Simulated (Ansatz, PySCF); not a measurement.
C₃H₉FOSi, SMILES C[Si](CC)(F)O. Atoms are numbered in the order given.

```xyz
15

C      1.7468    -1.5114    -0.7313
C      0.9869    -0.2294    -1.1038
Si    -0.3080     0.2773     0.1500
C     -1.6529    -0.9742     0.4228
O     -1.0463     1.7099    -0.2554
F      0.4967     0.4892     1.5630
H      1.0663    -2.3749    -0.6505
H      2.2544    -1.4026     0.2402
H      2.5117    -1.7671    -1.4818
H      0.4904    -0.3424    -2.0844
H      1.6960     0.6104    -1.2225
H     -2.1951    -1.1766    -0.5147
H     -2.3789    -0.6047     1.1638
H     -1.2381    -1.9248     0.7929
H     -0.4761     2.4658    -0.4375
```

Coordinates come from a B3LYP-D3(BJ)/def2-SVP optimisation. The values are those of a single conformer.

Two levels are set side by side: PBE-D3(BJ)/def2-SVP (Ansatz, an electronic-structure program) and B3LYP-D3(BJ)/def2-SVP (Ansatz). Each level has its own optimised geometry; the coordinates shown are those of the second. Frequencies come from the Hessian of PySCF at each geometry. Differences are taken from unrounded values.

| quantity | B3LYP-D3(BJ) |
|---|---|
| mean bond length (Å) | 1.311 |
| bond C1–C2 (Å) | 1.536 |
| bond C2–Si3 (Å) | 1.872 |
| bond Si3–C4 (Å) | 1.857 |
| bond Si3–O5 (Å) | 1.662 |
| bond Si3–F6 (Å) | 1.640 |
| bond C1–H7 (Å) | 1.102 |
| bond C1–H8 (Å) | 1.101 |
| bond C1–H9 (Å) | 1.102 |
| bond C2–H10 (Å) | 1.105 |
| bond C2–H11 (Å) | 1.106 |
| bond C4–H12 (Å) | 1.102 |
| bond C4–H13 (Å) | 1.101 |
| bond C4–H14 (Å) | 1.101 |
| bond O5–H15 (Å) | 0.964 |
| highest harmonic wavenumber (cm⁻¹) | 3877 |
| mean harmonic wavenumber (cm⁻¹) | 1342 |
| zero-point energy (kcal/mol) | 74.84 |

### Question
What does PBE-D3(BJ) give, and how far is it from B3LYP-D3(BJ)? (An estimate is asked for; the answer gives what the named calculation found.)

### Answer

| quantity | PBE-D3(BJ) | PBE-D3(BJ) minus B3LYP-D3(BJ) |
|---|---|---|
| mean bond length (Å) | 1.319 | 0.008 |
| bond C1–C2 (Å) | 1.537 | 0.000 |
| bond C2–Si3 (Å) | 1.881 | 0.008 |
| bond Si3–C4 (Å) | 1.864 | 0.006 |
| bond Si3–O5 (Å) | 1.675 | 0.014 |
| bond Si3–F6 (Å) | 1.652 | 0.012 |
| bond C1–H7 (Å) | 1.110 | 0.007 |
| bond C1–H8 (Å) | 1.109 | 0.007 |
| bond C1–H9 (Å) | 1.109 | 0.008 |
| bond C2–H10 (Å) | 1.112 | 0.008 |
| bond C2–H11 (Å) | 1.113 | 0.008 |
| bond C4–H12 (Å) | 1.109 | 0.007 |
| bond C4–H13 (Å) | 1.108 | 0.007 |
| bond C4–H14 (Å) | 1.108 | 0.007 |
| bond O5–H15 (Å) | 0.973 | 0.009 |
| highest harmonic wavenumber (cm⁻¹) | 3768 | -109 |
| mean harmonic wavenumber (cm⁻¹) | 1309 | -33 |
| zero-point energy (kcal/mol) | 72.99 | -1.84 |

GGA bonds tend to be longer and softer than those of functionals with exact exchange. Differences between two approximate levels are no errors against the true value.
